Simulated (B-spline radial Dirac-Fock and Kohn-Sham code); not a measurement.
ΔSCF core binding energies without Breit or QED terms, calculated with a radial finite-basis atomic code.

A sound run for neutral terbium, 1s2 2s2 2p6 3s2 3p6 3d10 4s2 4p6 4d10 4f9 5s2 5p6 6s2: The ground state converged in 13 iterations, with total energy -11712.55250 Ha, virial ratio 1.91461 and highest orbital energy -5.05 eV. ΔSCF binding energies: K (1s) 52223.5 eV, L3 (2p3/2) 7534.1 eV, M5 (3d5/2) 1244.1 eV.

A second run, with one unsound setting: The ground state converged in 8 iterations, with total energy -11360.57558 Ha, virial ratio 1.82316 and highest orbital energy 1705.02 eV. ΔSCF binding energies: K (1s) 51631.2 eV, L3 (2p3/2) 6989.1 eV, M5 (3d5/2) 765.0 eV.

```
iter   energy (Ha)        error
   1   -11350.88160554  2.03e+00
   2   -11359.63696172  3.21e-01
   3   -11360.46745014  1.07e-01
   4   -11360.56329065  3.67e-02
   5   -11360.57424462  1.21e-02
   6   -11360.57557499  2.46e-04
   7   -11360.57557551  1.30e-05
   8   -11360.57557552  4.24e-07
```

Question: Which fault fits the second run best?
A. functional not served
B. box too small
C. unbound anion
D. damping too heavy

Answer: B. The input had rmax = 1.0: rmax squeezes the outer orbitals.
